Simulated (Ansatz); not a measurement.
A calculation with Ansatz (development build ahead of 0.2.0).

```yaml
crystal:
  periodic: [false, false, false]
  atoms:
    - { symbol: Fe, position_ang: [0.0, 0.0, 0.0] }
    - { symbol: H, position_ang: [0.0, 0.0, 1.606] }
basis:
  gaussian: { orbitals: pcseg-2 }
magnetization:
  initial_magnetization: 5
hamiltonian:
  xc: pbe
```

The input is written out in the form of the current development build from the run's settings.

Results

```json
{"Converged": "yes", "Total energy": "-1264.00837 hartree", "Spin squared of the determinant": "8.750", "Stability test": "minimum among restricted orbitals"}
```
